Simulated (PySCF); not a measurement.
Species, as SMILES: [Cl][Al] (Al-Cl) (closed-shell singlet).
Geometry (B3LYP-D3(BJ)/def2-TZVP, fixed):
```xyz
2

Al     0.0000     0.0000    -1.2241
Cl     0.0000     0.0000     0.9361
```
Charge 0, spin multiplicity 1.

Basis-set convergence of the lowest singlet excitation energy at PBE0 with PySCF. Tamm-Dancoff approximation; the state is taken by its order, and sets in which it differs in degeneracy or brightness are left out, yet its character can still change. All functions are spherical. Density fitting with generated auxiliary sets. No added dispersion term, no relativity. Reference: the value in aug-pcseg-3, 4.801 eV, itself unsure by roughly 0.004 eV (its mean distance from aug-cc-pV(Q+d)Z, aug-pcseg-2, aug-cc-pV(T+d)Z).

```json
[
 {"basis": "STO-3G", "functions": "18", "lowest singlet excitation energy (eV)": "___"},
 {"basis": "3-21G", "functions": "26", "lowest singlet excitation energy (eV)": "4.808"},
 {"basis": "6-31G", "functions": "26", "lowest singlet excitation energy (eV)": "4.806"},
 {"basis": "6-31G**", "functions": "36", "lowest singlet excitation energy (eV)": "___"},
 {"basis": "6-31+G*", "functions": "44", "lowest singlet excitation energy (eV)": "4.873"},
 {"basis": "cc-pV(D+d)Z", "functions": "46", "lowest singlet excitation energy (eV)": "___"},
 {"basis": "def2-TZVPD", "functions": "89", "lowest singlet excitation energy (eV)": "4.846"},
 {"basis": "jun-cc-pV(T+d)Z", "functions": "96", "lowest singlet excitation energy (eV)": "4.810"},
 {"basis": "def2-TZVPPD", "functions": "99", "lowest singlet excitation energy (eV)": "___"}
]
```

Task: Some entries are withheld; supply them.

Result: 
- STO-3G, lowest singlet excitation energy (eV): 7.148
- 6-31G**, lowest singlet excitation energy (eV): 4.896
- cc-pV(D+d)Z, lowest singlet excitation energy (eV): 4.878
- def2-TZVPPD, lowest singlet excitation energy (eV): 4.838
